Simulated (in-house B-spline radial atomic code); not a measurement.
How numerical settings move a run on Tc3+, [Kr] 4d4. Computed with a B-spline radial code for spherical atoms: non-relativistic LDA PW92, spherical fractional occupations, point nucleus.

Command:
```bash
python run_scf.py task.json out
```
Settings of the sound reference run:
```
Z                43
electrons        40
configuration    [Kr] 4d4
hamiltonian      nr
method           lda,pw
spin_polarised   False
knot_spacing     0.22
spline_order     8
gauss_points     12
box_radius       16.22
max_iterations   70
damping          0.5
damped_steps     3
diis_vectors     10
tolerance        1e-08
start            Thomas-Fermi
```

Cost of the run: 0.24 s on 1 thread of Arm Neoverse N1, on a shared host.

It converges in 10 iterations to -4200.259747 hartree, with 4d at -35.795 eV. The other runs change the listed settings, some to values that make no sense; their results aren't properties of the atom or ion. Radii are in bohr (the nuclear one in fm), a minus after a letter asks for a j subshell, and «unchanged» means within 1e-8 hartree. The run stops when the residual is below 10 × tolerance × max(1, Z/10), or a noise floor if that is larger, and the energy moves by less than 1e-8 × √|E| hartree; so very loose and very tight tolerances often act alike.

| changed settings | outcome |
| --- | --- |
| electrons = 47, configuration = [Kr] 4d11, max_iterations = 75 | stopped with error: shell 4d holds at most 10 electrons |
| knot_spacing = 0.1, max_iterations = 50, damped_steps = 0 | converged in 8 iterations, energy -8.96e-08 hartree from the reference, 4d level -1.0e-06 eV |
| spline_order = 10, max_iterations = 2, damped_steps = 30 | not converged after 2 iterations, last residual 3.5e-01, last energy +3.90e+00 hartree from the reference |
| box_radius = 0.97, max_iterations = 5, tolerance = 0.0001 | not converged after 5 iterations, last residual 7.3e-03, last energy +1.58e+02 hartree from the reference |
| damped_steps = 30 | converged in 18 iterations, energy unchanged, 4d level +7.1e-06 eV |
| diis_vectors = 1 | not converged after 70 iterations, last residual 1.1e-06, last energy +4.00e-10 hartree from the reference |
| spline_order = 6 | converged in 10 iterations, energy +3.19e-06 hartree from the reference, 4d level -4.1e-07 eV |
| damped_steps = 1 | converged in 9 iterations, energy unchanged, 4d level +1.0e-06 eV |
| max_iterations = 100, damping = 0.2, damped_steps = 8 | converged in 12 iterations, energy unchanged, 4d level -1.2e-05 eV |
| diis_vectors = 4 | converged in 10 iterations, energy unchanged, 4d level +1.4e-06 eV |
| spline_order = 4 | converged in 10 iterations, energy +2.00e-03 hartree from the reference, 4d level -2.6e-04 eV |
| spline_order = 7 | converged in 10 iterations, energy +2.62e-07 hartree from the reference |
| spline_order = 3 | converged in 10 iterations, energy +1.16e-01 hartree from the reference, 4d level -1.0e-02 eV |
| spline_order = 10 | converged in 10 iterations, energy unchanged |

What happens with hamiltonian = dirac, method = r2scan, nucleus = fermi, rms_radius = 4.41117, mass_number = 97, atomic_mass = 96.90636, speed_of_light = 137.036?

Stopped with error: meta-GGAs are not served with the Dirac Hamiltonian.

What happens with knot_spacing = 0.75, box_radius = 3.24, first_knot = 0.00698, max_iterations = 50, start = bare nucleus?

Converged in 10 iterations, energy +6.60e-01 hartree from the reference, 4d level +2.9e+00 eV (the program warns: 4d reaches the box edge; 4s reaches the box edge).

What happens with spline_order = 5?

Converged in 10 iterations, energy +6.27e-05 hartree from the reference, 4d level -9.5e-06 eV.

What happens with damped_steps = 8?

Converged in 12 iterations, energy unchanged, 4d level -1.0e-05 eV.
